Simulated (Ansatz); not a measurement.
Species: C3H9Si, charge 0, multiplicity 2. It need not be the lowest isomer of its formula. 
Coordinates optimised at B3LYP-D3(BJ)/def2-TZVP (Ansatz, an electronic-structure program):
SMILES: C[Si](C)C
```xyz
13

Si     0.0955    -0.0336     0.4187
C      1.6593    -0.3421    -0.5896
C     -1.2169    -1.3179    -0.0122
C     -0.5612     1.7019     0.0807
H      2.4368     0.3857    -0.3516
H      2.0623    -1.3393    -0.4047
H      1.4404    -0.2616    -1.6603
H     -0.8616    -2.3313     0.1823
H     -1.4762    -1.2512    -1.0748
H     -2.1300    -1.1637     0.5652
H     -0.8113     1.8111    -0.9805
H     -1.4635     1.9062     0.6597
H      0.1795     2.4637     0.3299
```
Charge 0, spin multiplicity 2.

Computed values are from Ansatz. Valence correlation only, unless marked. UHF or UKS for open shells. Spin-orbit coupling is left out. No relativistic terms. CBS marks a two-point X^-3 extrapolation of the correlation energy; Hartree-Fock from the larger set.

atomisation energy De: 1137.8 kcal/mol at CCSD(T)/CBS(def2-TZVPPD,def2-QZVPPD)
total energy: -408.6219 Eh at CCSD(T)/CBS(def2-TZVPPD,def2-QZVPPD)
dipole moment: 0.65 D at CCSD(T)/aug-cc-pV(D+d)Z
T1 diagnostic: 0.011 at CCSD/def2-QZVPPD
